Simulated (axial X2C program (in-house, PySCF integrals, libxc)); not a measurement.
## I₂: cheaper levels and CCSD(T), 2c

All values were computed with an in-house relativistic program for diatomic molecules. Two-component (2c) means X2C with spin–orbit coupling and atomic mean-field two-electron Coulomb and Gaunt terms. Basis: I dyall-cv3z [11s12p8d4f1g] (cores contracted in-house); Gaussian nuclei, density fitting, unrestricted open shells. Masses: I 126.904 u.

State: Ω = 0 (closed shell); fragments I + I.

| level | Re (Å) | ωe (cm⁻¹) | De (eV) |
| --- | --- | --- | --- |
| PBE0 | 2.674 | 217.3 | 1.57 |
| HF | 2.676 | 228.1 | 0.073 |
| MP2 | 2.679 | 220.8 | 1.41 |
| CCSD | 2.699 | 211.7 | 1.19 |
| PBEsol | 2.681 | 210.2 | 1.97 |

Correlated methods: 14 electrons correlated (number of frozen shells: I 4 s, 3 p, 2 d), 294 virtual spin orbitals or spinors in MP2, 90 natural virtuals in coupled cluster.

CCSD(T), same Hamiltonian and basis:

Re = 2.707 Å, ωe = 206.3 cm⁻¹, De = 1.30 eV; T1 = 0.008 (Lee–Taylor normalisation).

Give the differences from CCSD(T) in the columns below.



```csv
level,ΔRe (Å),Δωe (cm⁻¹),ΔDe (eV)
PBE0,-0.033,11.0,0.27
HF,-0.031,21.8,-1.23
MP2,-0.028,14.5,0.11
CCSD,-0.008,5.4,-0.11
PBEsol,-0.026,3.9,0.67
```

One determinant describes the state; a PBE0 search over occupations chose it and may have missed a lower one. The closed shell is kept restricted, so the energy runs too high when the bond is stretched far. De is counted from the lowest determinant-based energies of the atoms at the same level, without counterpoise correction. Coupled cluster ran in a truncated set of natural virtual spinors; the MP2 energy of the rest was added. (T) has no such correction and the atoms are truncated less, which lowers De at CCSD(T) by a hundredth of an eV or more. Without a current term, density functionals place determinants with orbital angular momentum somewhat too high.
